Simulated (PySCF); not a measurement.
# Xe⁺: excitation energy

Xe⁺ [Kr] 4d10 5s2 5p5 (2P) → Xe⁺ [Kr] 4d10 5s2 5p4 6s1 (4P), as a difference of total energies. Computed with PySCF 2.14 in aug-cc-pVQZ-PP with ECP28MDF (7s7p5d3f2g, 92 functions), with a scalar-relativistic core potential. Correlated levels: valence: 4s2 4p6 4d10 frozen. The calculations carry no spin-orbit coupling.

```json
{"method": "UHF", "excitation energy (eV)": "11.161", "error (eV)": "-0.192"}
{"method": "LDA", "excitation energy (eV)": "11.576", "error (eV)": "+0.223"}
{"method": "PBE", "excitation energy (eV)": "11.393", "error (eV)": "+0.040"}
{"method": "PBE0", "excitation energy (eV)": "11.578", "error (eV)": "+0.225"}
{"method": "r2SCAN", "excitation energy (eV)": "11.800", "error (eV)": "+0.447"}
{"method": "BLYP", "excitation energy (eV)": "11.436", "error (eV)": "+0.083"}
{"method": "B97-3", "excitation energy (eV)": "11.793", "error (eV)": "+0.440"}
{"method": "TPSS", "excitation energy (eV)": "11.670", "error (eV)": "+0.317"}
{"method": "M06-2X", "excitation energy (eV)": "11.525", "error (eV)": "+0.172"}
{"method": "MP2 (valence)", "excitation energy (eV)": "11.561", "error (eV)": "+0.208"}
{"method": "SCS-MP2 (valence)", "excitation energy (eV)": "11.719", "error (eV)": "+0.366"}
```

Reference: 11.353 eV (measured; NIST levels, between the centres of gravity of the two terms).

Errors of the correlated levels include the incompleteness of this basis and the frozen core.

The promoted electron is Rydberg-like, and one or two diffuse shells describe it only roughly, which tends to raise the upper state.
